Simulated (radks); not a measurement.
Results of a calculation; reference values are marked as such.
Question: Valence configurations of Al II (all share [Ne]). Code: a radial shooting solver on a logarithmic mesh with Libxc functionals. Model: scalar-relativistic Kohn-Sham, PBE, spin-unpolarised, spherical densities, point nucleus. Order these by energy: 3s1 3p1; 3s1.5 3p0.5; 3s0.5 3p1.5; 3s2; 3p2.

Answer: From the lowest, in eV above it: 3s2 0.000; 3s1.5 3p0.5 2.892; 3s1 3p1 5.810; 3s0.5 3p1.5 8.752; 3p2 11.718. NIST lists [Ne] 3s2 as the ground configuration; this level of theory agrees among the configurations tried. The energies are those of spherical spin-averaged densities, not of single terms.
